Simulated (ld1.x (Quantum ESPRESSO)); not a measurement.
**Ranking PAW potentials for antimony**

All share these settings but for the change named:

Sb, PAW, made with ld1.x (Quantum ESPRESSO) 7.5 (PBEsol, scalar-relativistic). Core [Kr], reference 4d10 5s2 5p3. Waves: 5s (bound): rcut 1.70, rcutus 1.95 bohr; 5s channel at -0.25 Ry: rcut 1.70, rcutus 1.95 bohr; 5p (bound): rcut 2.10, rcutus 2.45 bohr; 5p channel at 4.2 Ry: rcut 2.10, rcutus 2.45 bohr; 4d (bound): rcut 1.25, rcutus 1.45 bohr; 4d channel at -0.75 Ry: rcut 1.25, rcutus 1.45 bohr. Local part: all-electron potential smoothed inside 1.80 bohr (lloc = -1). Core correction: Bessel-smoothed model core inside 0.70 bohr. Augmentation charge: BESSEL, radius 1.25 bohr.

Cutoff: the first of the cutoffs (Ry, on a coarse ladder) from which the occupation-weighted sum of valence levels, in a spherical-Bessel basis at the reference potential, stays within 10 and 1 mRy of its value at 400 Ry; the density cutoff is not measured.

The base gives 70 Ry.

Of 10 variants that were run, those that failed, showed a ghost or another fault, or gave nearly equal values are left out.

A variant can come out equal or close to the base.

**Question.** Rank these variants from softest to hardest (loose cutoff).
A. all radii but the core radius scaled by about 1.05 (s 2.04, p 2.56, d 1.52 bohr, rcut 1.78/2.20/1.30); local potential all-electron potential smoothed inside 1.88 bohr (lloc = -1); augmentation BESSEL, radius 1.30 bohr
B. all radii but the core radius scaled by about 1.24 (s 2.42, p 3.04, d 1.80 bohr, rcut 2.12/2.62/1.56); local potential all-electron potential smoothed inside 2.24 bohr (lloc = -1); augmentation BESSEL, radius 1.56 bohr
C. all radii but the core radius scaled by about 1.36 (s 2.66, p 3.34, d 1.98 bohr, rcut 2.32/2.86/1.70); local potential all-electron potential smoothed inside 2.46 bohr (lloc = -1); augmentation BESSEL, radius 1.70 bohr
D. all radii but the core radius scaled by about 1.10 (s 2.14, p 2.70, d 1.60 bohr, rcut 1.86/2.30/1.38); local potential all-electron potential smoothed inside 1.98 bohr (lloc = -1); augmentation BESSEL, radius 1.38 bohr
E. all radii but the core radius scaled by about 1.17 (s 2.28, p 2.86, d 1.68 bohr, rcut 1.98/2.44/1.46); local potential all-electron potential smoothed inside 2.10 bohr (lloc = -1); augmentation BESSEL, radius 1.46 bohr

**Answer.** C (30 Ry), B (35 Ry), E (45 Ry), D (55 Ry), A (70 Ry).
